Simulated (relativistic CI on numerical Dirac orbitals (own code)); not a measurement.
Sm54+: sensitivity of the levels to the model

Base calculation: Dirac-Coulomb-Breit CI, separate exchange-only KLI orbitals for each configuration, model QED (radiative potential, 1s self-energy scaled to tabulated hydrogen-like ionisation energies), unscaled Slater integrals.

CI space (outside the closed core 1s2): 2s2 2p4, 2s 2p5, 2p6, 2p5 3s, 2p5 3p, 2p5 3d, 2s2 2p3 3s, 2s2 2p3 3p, 2s2 2p3 3d, 2s 2p4 3s, 2s 2p4 3p, 2s 2p4 3d, 2s2 2p3 4s, 2s2 2p3 4p, 2s2 2p3 4d, 2s2 2p3 4f. Levels of other configurations are missing.

Variants: (1) QED terms removed; (2) configuration mixing switched off. Shifts of the energy above 2s2 2p4 3P_2, in eV, for the lowest level and the first level of each name with at least 55 % of one term (blank where a level changes its place among those of its configuration and J or its character, or is not in the variant):

```
           Level     Base    Δ(1)   Δ(2)
    2s2 2p4 3P_2     0.00    0.00   0.00
    2s2 2p4 1S_0    46.83   +0.03  +2.50
    2s2 2p4 3P_1   623.58   -0.90  -0.09
    2s2 2p4 1D_2   641.67   -0.90  -0.10
    2s 2p5 3P°_2   938.48   +8.90  +0.13
    2s 2p5 1P°_1  1004.38   +8.92  +0.47
    2s2 2p4 3P_0  1282.70   -1.69  +3.84
    2s 2p5 3P°_0  1571.47   +8.01  +0.09
    2s 2p5 3P°_1  1606.16   +8.03  +0.31
        2p6 1S_0  1978.15  +17.68  -5.83
 2s2 2p3 3p 3P_0  6298.50   +0.80  +1.10
2s2 2p3 3d 3P°_0  6363.57   +1.22  +1.01
2s2 2p3 3s 3S°_1  6600.98   -2.59  +0.54
2s2 2p3 3s 3D°_3  6614.59   -2.59  +0.25
2s2 2p3 3s 1D°_2  6621.33   -2.59  +0.60
2s2 2p3 3s 3P°_0  6653.51   -2.56  +3.85
2s2 2p3 3s 3P°_1  6656.69   -2.57  +3.42
 2s2 2p3 3p 3D_1  6744.01   +0.18  +3.22
 2s2 2p3 3p 3F_4  6884.85   -0.10  -0.24
  2s 2p4 3s 1S_0  6974.31   +7.26  -0.84
```

At this charge energies of transitions that change n are usually good to better than 1 %, and those within a shell (Δn = 0) to a few per cent.

Ionisation energy from the two ground configurations alone: base 11059.2 eV. The NIST ASD value (theoretical) is 11060 eV.

LS names give the leading component of a level, which can be under half, so a name can repeat, a term be missing and a line seem to break the LS rules.
